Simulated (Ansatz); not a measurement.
`[SiH3]Br` + `C#CO` → `C#CO[SiH3]` + HBr at 298.15 K and 1 bar (ligand exchange at the Si–Br bond).

Computed with Ansatz on PBE0-D4/def2-TZVP structures; ΔE is electronic, products minus reactants. CBS: MP2 limit from def2 TZ/QZ plus the TZ coupled-cluster correction, frozen cores. This one scheme is used for every species. For Br outer-core shells are correlated without core-valence functions, which leaves a few kJ/mol of doubt a bond. Scalar relativity is left out up to krypton. Each species was taken in one conformer, which may not be the lowest.

```json
{"species": "`[SiH3]Br`", "CCSD(T)/CBS energy (Eh)": "-2864.23411", "H − E (kJ/mol)": "79.2", "S (J/(mol·K))": "262.6"}
{"species": "`C#CO`", "CCSD(T)/CBS energy (Eh)": "-152.38380", "H − E (kJ/mol)": "96.3", "S (J/(mol·K))": "247.0"}
{"species": "`C#CO[SiH3]`", "CCSD(T)/CBS energy (Eh)": "-442.69805", "H − E (kJ/mol)": "143.6", "S (J/(mol·K))": "306.7"}
{"species": "HBr", "CCSD(T)/CBS energy (Eh)": "-2573.91920", "H − E (kJ/mol)": "24.6", "S (J/(mol·K))": "198.6"}
```

H − E and S are ideal-gas, rigid-rotor, harmonic terms from PBE0-D4/def2-TZVP, for one conformer and one mirror image of each species. 1 Eh = 2625.50 kJ/mol, R = 8.31446 J/(mol·K).

Q: By hand: ΔE, ΔH, ΔS and ΔG.

A: ΔE = (-442.69805) + (-2573.91920) − (-2864.23411) − (-152.38380) = 0.00066 Eh = 1.7 kJ/mol. Δ(H − E) = 143.6 + 24.6 − 79.2 − 96.3 = -7.3, so ΔH = -5.6 kJ/mol. ΔS = 306.7 + 198.6 − 262.6 − 247.0 = -4.3 J/(mol·K). ΔG = -5.6 − 298.15 × (-4.3)/1000 = -4.3 kJ/mol.

Q: By hand: the equilibrium constant, and the temperature at which ΔG would vanish if ΔH and ΔS stayed fixed.

A: log₁₀ K = −ΔG/(RT ln 10) = 0.8. ΔG = 0 at ΔH/ΔS = 1302 K, though so small a ΔH makes that figure unsure.

The number of gas molecules stays the same, so ΔS is small and ΔH decides. The sign of ΔG lies within the doubt. A doubt of 5 kJ/mol in ΔE shifts log₁₀ K by 0.9 here. Other conformers and mirror images would add mixing entropy, several J/(mol·K) or more a flexible species. These are equilibria of isolated gas molecules and say nothing of rates. Largest T1 diagnostic: 0.013 (customary marks: 0.02 for closed shells, 0.045 for open ones).
